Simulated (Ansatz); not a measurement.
H$_{4}$Se$_{4}$Sn, SMILES `[SeH][Sn]([SeH])([SeH])[SeH]`, relaxed with RKS PBE0-D4/def2-TZVP in the Gaussian-basis code of Ansatz from a PBE-D4/def2-SVP geometry. The force threshold is 0.005 eV/Å; the program also tests the step.

Charge 0, multiplicity 1. Sn: def2 effective core potential.

Start:

```xyz
9

Se   -0.080    2.691    0.896
Sn   -0.293    0.249    0.141
Se   -2.783   -0.273    0.474
Se    1.258   -1.234    1.564
Se    0.346   -0.114   -2.326
H     1.028    2.903   -0.071
H    -2.460   -1.698    0.743
H     1.204   -2.298    0.525
H     1.780   -0.226   -1.946
```

```
        step   energy (eV)  largest force (eV/Å)  largest move (Å)
           1  -267268.5898                 0.549             0.000
2 (rejected)  -267268.5647                 0.652             0.106
           3  -267268.6399                 0.057             0.050
           4  -267268.6409                 0.028             0.018
           5  -267268.6410                 0.015             0.011
6 (rejected)  -267268.6405                 0.066             0.021
           7  -267268.6412                 0.004             0.010
           8  -267268.6412                 0.007             0.020
           9  -267268.6413                 0.003             0.012
```

End:

```xyz
9

Se   -0.060    2.645    0.875
Sn   -0.286    0.242    0.137
Se   -2.733   -0.286    0.459
Se    1.233   -1.212    1.545
Se    0.334   -0.108   -2.290
H     1.028    2.861   -0.088
H    -2.415   -1.692    0.742
H     1.140   -2.295    0.555
H     1.760   -0.155   -1.937
```

Hardware: 2 threads of an AMD EPYC 7R13 on a shared host and a share of an NVIDIA H100 80 GB. Wall time 50 s, peak host memory 1.2 GiB.
